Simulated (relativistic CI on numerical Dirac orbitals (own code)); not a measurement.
## Radial parameters of Ba XVII

These numbers are calculated, not measured: Dirac-Coulomb-Breit CI, KLI orbitals optimised for each configuration, model QED (radiative potential, 1s self-energy scaled to tabulated hydrogen-like ionisation energies), unscaled Slater integrals (own radial code, finite nucleus).

Slater integrals F^k, G^k are unscaled and averaged over j, outside the closed core [Ar] 3d10; ζ comes from projecting the Hamiltonian with its Breit term on Σ l·s of the shell.

- 4s²4p⁶4d⁴: F^2(4d,4d) = 143630, F^4(4d,4d) = 97250, ζ(4d) = 10468 cm⁻¹; <r>(4d) = 0.7068, <r^2>(4d) = 0.5708 (bohr units).
- 4s²4p⁵4d⁵: ζ(4p) = 94338, F^2(4d,4d) = 143670, F^4(4d,4d) = 97271, F^2(4p,4d) = 148160, G^1(4p,4d) = 187290, G^3(4p,4d) = 118560, ζ(4d) = 10437 cm⁻¹; <r>(4p) = 0.6701, <r^2>(4p) = 0.5074, <r>(4d) = 0.7065, <r^2>(4d) = 0.5704 (bohr units).
- 4s²4p⁶4d³4f: F^2(4d,4d) = 143650, F^4(4d,4d) = 97254, ζ(4d) = 10498, F^2(4d,4f) = 138810, F^4(4d,4f) = 91049, G^1(4d,4f) = 159020, G^3(4d,4f) = 104420, G^5(4d,4f) = 75240, ζ(4f) = 912.38 cm⁻¹; <r>(4d) = 0.7067, <r^2>(4d) = 0.5707, <r>(4f) = 0.7386, <r^2>(4f) = 0.6278 (bohr units).

**Question.** Give the Racah parameters of the d shell in 4s²4p⁶4d⁴.

**Answer.** B = F²/49 − 5F⁴/441 = 1829 cm⁻¹ and C = 35F⁴/441 = 7718 cm⁻¹.

Averages of the first 10 configurations, taken without configuration mixing, which lowers the lowest level and can move excited configurations by several eV; other configurations of the list can lie among them:

```csv
Configuration,Parity,States,Average energy above the lowest level (eV)
4s²4p⁶4d⁴,even,210,11.4
4s²4p⁵4d⁵,odd,1512,114.7
4s²4p⁶4d³4f,odd,1680,121.9
4s4p⁶4d⁵,even,504,188.4
4s²4p⁶4d³5s,even,240,140.1
4s²4p⁶4d³5p,odd,720,166.4
4s4p⁶4d⁴4f,odd,5880,297.6
4s²4p⁶4d²4f5s,odd,1260,251.5
4s²4p⁶4d³5d,even,1200,205.9
4s²4p⁶4d²5s5p,odd,540,299.1
```
